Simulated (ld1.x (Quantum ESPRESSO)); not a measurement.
**Plane-wave convergence, TM potential for Sn (Z = 50)**

* Element: Sn (Z = 50)
* Generator: ld1.x (Quantum ESPRESSO) 7.5
* Type: norm-conserving Troullier–Martins (Kleinman–Bylander form)
* Functional: PBE
* Relativity: fully relativistic
* Frozen core: [Kr]
* Valence charge: 14
* Reference configuration: 4d10 5s2 5p2
* Partial waves: 5p (bound): rc 2.05 bohr; 4d (bound): rc 1.65 bohr; 5s (bound): rc 2.20 bohr
* Local potential: the s channel
* Core correction: none

Open shells are filled in proportion to 2j + 1 (rel_dist='average').

The pseudo-atom Hamiltonian at the reference potential is diagonalised in spherical Bessel functions j_l(qr) that vanish at 20 bohr, with q² up to the cutoff. All-electron valence levels (Ry): 5p1/2 -0.2940, 5p3/2 -0.2614, 4d3/2 -1.9436, 4d5/2 -1.8671, 5s -0.7747.

Q: How do the lowest levels (Ry) of each channel move with the cutoff, and are there ghosts?

A:

```csv
cutoff (Ry),p1/2 #1,p3/2 #1,p3/2 #2,d3/2 #1,d5/2 #1,d5/2 #2,s #1,s #2,f #1,f #2,Σ f·Δε (mRy)
8,-0.2880,-0.2573,0.0233,0.0318,0.0314,0.0948,-0.7604,-0.0322,0.1043,0.2236,19330.3
18,-0.2932,-0.2598,0.0231,-0.0778,-0.0873,0.0593,-0.7704,-0.0332,0.1043,0.2236,18153.0
40,-0.2939,-0.2612,0.0230,-1.6593,-1.6083,0.0469,-0.7745,-0.0335,0.1043,0.2236,2690.5
60,-0.2940,-0.2614,0.0230,-1.9283,-1.8538,0.0466,-0.7747,-0.0335,0.1043,0.2236,140.7
110,-0.2940,-0.2614,0.0230,-1.9434,-1.8669,0.0465,-0.7747,-0.0335,0.1043,0.2236,1.9
180,-0.2940,-0.2614,0.0230,-1.9436,-1.8671,0.0465,-0.7747,-0.0335,0.1043,0.2236,0.1
400,-0.2940,-0.2614,0.0230,-1.9436,-1.8671,0.0465,-0.7747,-0.0335,0.1043,0.2236,0.0
```

Result: no extra level below or beside the all-electron valence levels (p1/2, p3/2, d3/2, d5/2, s, f tested); 10 mRy is reached at 80 Ry and 1 mRy at 140 Ry.
